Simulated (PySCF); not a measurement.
A GIAO shielding run with PySCF (density fitting, non-relativistic, gas phase) on `O=C([O-])C#CCC(F)(F)F`, [C5H2F3O2]-:

```
$ OMP_NUM_THREADS=1 python probes_run.py task.json out

{"job": {"kind": "nmr", "xc": "PBE0", "basis": "pcSseg-1"}, "charge": -1, "multiplicity": 1}
O      3.558099     0.244235    -1.160363
C      3.008157     0.719044    -0.162611
O      3.420966     1.439644     0.742163
C      1.534100     0.284790    -0.073804
C      0.442332    -0.214296    -0.157939
C     -0.887150    -0.816641    -0.254066
C     -1.953316     0.061613     0.362707
F     -2.085033     1.255550    -0.231617
F     -1.779736     0.294511     1.670774
F     -3.185263    -0.517590     0.268217
H     -1.162048    -0.975317    -1.302318
H     -0.909911    -1.776227     0.272828
```

Hardware: 1 thread of an Intel Xeon Platinum 8559C, shared host. The job also computes population analyses, field gradients.

Q: How large is the calculation?

A: 76 electrons, 180 basis functions and 932 auxiliary functions.

Q: How long does it take, and how much memory does it need?

A: 21 s of wall time, with 16 SCF cycles and 5 response iterations; peak memory 0.8 GiB. Times on a shared host scatter by some tens of per cent.
